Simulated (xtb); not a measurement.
silicon monosulfide (SSi), singlet, geometry from GFN2-xTB; GFN2-xTB (xtb 6.7.1).

Here is a job for xtb.
```
$ xtb mol.xyz --gfn 2 --json

# file mol.xyz
2

Si    -0.00000000    -0.00000000    -1.06660351
S      0.00000000     0.00000000     0.93327807
```

What the program printed (banner, timings and long lists left out):

```
   ID    Z sym.   atoms
    1   14 Si     1
    2   16 S      2

           -------------------------------------------------
          |                Calculation Setup                |
           -------------------------------------------------

           -------------------------------------------------
          |                 G F N 2 - x T B                 |
           -------------------------------------------------

          ...................................................
          :                      SETUP                      :
          :.................................................:
          :  # basis functions                  20          :
          :  # atomic orbitals                  18          :
          :  # shells                            6          :
          :  # electrons                        10          :
          :  max. iterations                   250          :
          :  Hamiltonian                  GFN2-xTB          :
          :  restarted?                      false          :
          :  GBSA solvation                  false          :
          :  PC potential                    false          :
          :  electronic temp.          300.0000000     K    :
          :  accuracy                    1.0000000          :
          :  -> integral cutoff          0.2500000E+02      :
          :  -> integral neglect         0.1000000E-07      :
          :  -> SCF convergence          0.1000000E-05 Eh   :
          :  -> wf. convergence          0.1000000E-03 e    :
          :  Broyden damping             0.4000000          :
          :  net charge                          0          :
          :  unpaired electrons                  0          :
          ...................................................

 iter      E             dE          RMSdq      gap      omega  full diag
   1     -4.9419499 -0.494195E+01  0.206E+01    2.84       0.0  T
   2     -4.9556281 -0.136782E-01  0.169E+01    2.31       1.0  T
   3     -4.9309843  0.246438E-01  0.935E+00    3.02       1.0  T
   4     -4.9754861 -0.445018E-01  0.348E+00    2.60       1.0  T
   5     -4.9347615  0.407246E-01  0.645E+00    3.20       1.0  T
   6     -4.9847250 -0.499635E-01  0.111E+00    2.78       1.0  T
   7     -4.9848768 -0.151785E-03  0.146E+00    2.75       1.0  T
   8     -4.9844935  0.383299E-03  0.696E-01    2.76       1.0  T
   9     -4.9846608 -0.167276E-03  0.431E-01    2.78       1.0  T
[...]
         :: total energy              -4.961518039626 Eh    ::
[...]
        11                         -0.0282318              -0.7682
        12                         -0.0282318              -0.7682
        13                          0.0382786               1.0416
        14                          0.0382786               1.0416
        15                          0.0434481               1.1823
        16                          0.1194812               3.2512
       ...                                ...                  ...
        18                          0.9782734              26.6202
      -------------------------------------------------------------
                  HL-Gap            0.1026908 Eh            2.7944 eV
             Fermi-level           -0.3162895 Eh           -8.6067 eV

     #   Z          covCN         q      C6AA      α(0)
     1  14 Si       0.882     0.389   223.650    32.498
     2  16 S        0.882    -0.389   156.097    21.132

 Mol. C6AA /au·bohr⁶  :        742.808366
 Mol. C8AA /au·bohr⁸  :      45136.127320
 Mol. α(0) /au        :         53.630608

Wiberg/Mayer (AO) data.
largest (>0.10) Wiberg bond orders for each atom

 ---------------------------------------------------------------------------
     #   Z sym  total        # sym  WBO       # sym  WBO       # sym  WBO
 ---------------------------------------------------------------------------
     1  14 Si   2.337 --     2 S    2.337
     2  16 S    2.337 --     1 Si   2.337
 ---------------------------------------------------------------------------

Topologies differ in total number of bonds
Writing topology from bond orders to xtbtopo.mol

molecular dipole:
                 x           y           z       tot (Debye)
 q only:        0.000       0.000      -1.471
   full:       -0.000      -0.000      -1.730       4.398
molecular quadrupole (traceless):
                xx          xy          yy          xz          yz          zz
 q only:       -0.185       0.000      -0.185       0.000       0.000       0.371
  q+dip:       -0.109       0.000      -0.109      -0.000      -0.000       0.218
   full:        1.564       0.000       1.564       0.000      -0.000      -3.129

           -------------------------------------------------
          | TOTAL ENERGY               -4.961518039626 Eh   |
          | GRADIENT NORM               0.000071823861 Eh/α |
          | HOMO-LUMO GAP               2.794357983183 eV   |
           -------------------------------------------------

normal termination of xtb
```
